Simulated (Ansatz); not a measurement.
Ansatz (a quantum-chemistry and plane-wave program) input (MP2/def2-TZVP):

Ansatz 0.2 input:
```yaml
crystal:
  periodic: [false, false, false]
  atoms:
    - {symbol: Ta, position_ang: [0.08181399, -0.11521912, 0.10963422]}
    - {symbol: O, position_ang: [1.06644190, 0.21311962, -1.26050969]}
    - {symbol: F, position_ang: [-1.61155074, 0.74511541, 0.23119774]}
basis:
  gaussian:
    orbitals: def2-TZVP
magnetization: {spin_polarized: true, initial_magnetization: 2}
correlation: {method: mp2, electrons: outside_noble_gas}
relax: {f_tol: 0.003, max_steps: 100}
```

End of the output:

```
mean field: 0.27 GiB planned
mean field evaluation 160: about -6281.3743 eV, gradient 4.5e-4 eV
mean field -6281.37759567 eV, -230.8363689701 hartree, gradient 1.7e-6 eV, S^2 2.039673; 0 other end points of the search recorded, 0 dependent functions left out
6 core orbitals not correlated
reference -6281.37759567 eV, -230.8363689701 hartree; 10, 8 occupied and 86, 88 virtual orbitals, 845 factors
densities: 0.29 GiB planned
second order -16.79419722 eV of doubles, -0.00000000 eV of singles
the calculation of the forces begins
relax step   3: F+E_penalty+E_count = -6298.17179289 eV  Δ(F+E_penalty+E_count) = -2.599e-5 eV  max|allowed force component| = 2.675e-3 eV/Å  Δτ_max = 0.0012 Å  (59 SCF iters, accepted)
these checks for a lower state are left out or cut short: cluster_reference
integrals: 0.06 GiB planned
845 factors; integrals over basis functions are off by at most 3.8e-4 eV
mean field: 0.27 GiB planned
mean field evaluation 192: about -6281.3768 eV, gradient 1.6e-1 eV
mean field evaluation 224: about -6281.3265 eV, gradient 1.8e-1 eV
mean field evaluation 256: about -6281.2559 eV, gradient 1.7e-1 eV
mean field evaluation 288: about -6272.6449 eV, gradient 4.5e1 eV
mean field -6281.37759567 eV, -230.8363689701 hartree, gradient 1.7e-6 eV, S^2 2.039673; 12 other end points of the search recorded, 0 dependent functions left out
6 core orbitals not correlated
reference -6281.37759567 eV, -230.8363689701 hartree; 10, 8 occupied and 86, 88 virtual orbitals, 845 factors
densities: 0.29 GiB planned
second order -16.79419722 eV of doubles, -0.00000000 eV of singles
the calculation of the forces begins
mean field evaluation 320: about -6281.3776 eV, gradient 1.7e-6 eV
Total energy: -6298.17179289 eV, -231.4535443345 hartree
Atom 0 at     0.083818    -0.119253     0.114220 Å, force     0.001917    -0.000358    -0.001104 eV/Å
Atom 1 at     1.066790     0.214990    -1.263746 Å, force     0.000758    -0.000544     0.000195 eV/Å
Atom 2 at    -1.613904     0.747279     0.229849 Å, force    -0.002675     0.000901     0.000910 eV/Å
Dipole moment:     0.028223    -0.347612     0.520637 e Å
Checks for a lower state left out: cluster_reference
```

This is an excited triplet: at this geometry the singlet lies 0.24 eV lower at RI-MP2/CBS(def2-TZVPPD,def2-QZVPPD)+[CCSD(T)-MP2]/def2-TZVPPD.
